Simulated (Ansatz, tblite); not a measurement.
Forces on Cu₂I at its r2SCAN-D4/def2-TZVP geometry. The state is a doublet with charge 0.

In the def2 sets I takes a core potential; there is no spin–orbit coupling. The xTB rows come from tblite. The structure comes from a short search, and lower isomers may exist.

GFN1-xTB (tblite), largest force 0.55 eV/Å:

```xyz
3
positions Å, forces eV/Å
Cu   -0.437   -0.749    1.074    0.274    0.328    0.145
Cu    0.848    1.029    0.356   -0.124   -0.224    0.373
I    -0.411   -0.280   -1.430   -0.150   -0.104   -0.518
```

GFN2-xTB (tblite), largest force 0.83 eV/Å:

```
Cu 0.410 0.488 0.225
Cu -0.184 -0.334 0.559
I -0.226 -0.154 -0.784
```

PBE0-D4/def2-TZVP (Ansatz), largest force 0.42 eV/Å:

```
Cu -0.200 -0.296 0.219
Cu 0.255 0.334 -0.032
I -0.055 -0.038 -0.187
```
